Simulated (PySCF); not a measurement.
## Spin-rotation constants: `COC[P@@H](=S)C(F)=C(F)F`, C4H6F3OPS

Geometry (Å), atoms numbered from 1 in this order:
```xyz
16

C     2.683    0.039    0.067
O     1.723    0.904   -0.497
C     0.499    0.866    0.156
P    -0.317   -0.813   -0.086
S    -0.247   -2.085    1.363
C    -2.031   -0.459   -0.656
F    -2.446   -1.099   -1.754
C    -2.851    0.271    0.091
F    -2.373    0.884    1.170
F    -4.121    0.551   -0.101
H     2.353   -1.007    0.013
H     3.594    0.167   -0.514
H     2.872    0.292    1.116
H    -0.123    1.651   -0.281
H     0.595    1.031    1.242
H     0.183   -1.184   -1.340
```

Computed with GIAO B3LYP/pcSseg-1 magnetisability, rotational g tensor and spin-rotation constants, non-relativistic, gas phase in PySCF. Geometry: GFN2-xTB.

Problem. Give the nuclear spin-rotation constants along the inertial axes (H = +C I·J) beside the isotropic shieldings.

Solution. Rotational constants 1.3789, 0.5900, 0.5413 GHz. A star marks the isotopologue with that one atom substituted, in its own axes.
| atom | isotope | Caa (kHz) | Cbb (kHz) | Ccc (kHz) | mean (kHz) | σ (ppm) |
| --- | --- | --- | --- | --- | --- | --- |
| P4 | 31P | 2.513 | 0.812 | 0.943 | 1.423 | 291.8 |
| F7 | 19F | 0.706 | 0.183 | 0.582 | 0.490 | 360.8 |
| F9 | 19F | 1.357 | 0.718 | 0.559 | 0.878 | 282.4 |
| F10 | 19F | 1.818 | 0.621 | 0.717 | 1.052 | 255.6 |
| H11 | 1H | -0.095 | 0.005 | -0.049 | -0.046 | 27.5 |
| H12 | 1H | -0.005 | -0.052 | -0.035 | -0.031 | 27.9 |
| H13 | 1H | -0.118 | -0.072 | 0.022 | -0.056 | 28.4 |
| H14 | 1H | -0.058 | 0.005 | -0.062 | -0.038 | 26.9 |
| H15 | 1H | -0.144 | -0.067 | 0.030 | -0.061 | 27.9 |
| H16 | 1H | -0.088 | -0.062 | 0.032 | -0.039 | 24.5 |
| C1 | 13C* | 0.273 | 0.126 | 0.130 | 0.176 | 117.7 |
| O2 | 17O* | -0.171 | -0.034 | -0.036 | -0.080 | 295.7 |
| C3 | 13C* | 0.348 | 0.155 | 0.138 | 0.214 | 91.9 |
| S5 | 33S* | 0.164 | 0.118 | 0.121 | 0.134 | 664.1 |
| C6 | 13C* | 0.544 | 0.153 | 0.197 | 0.298 | 37.9 |
| C8 | 13C* | 0.601 | 0.171 | 0.222 | 0.332 | 10.1 |

For the geometry as given, no vibrational averaging.
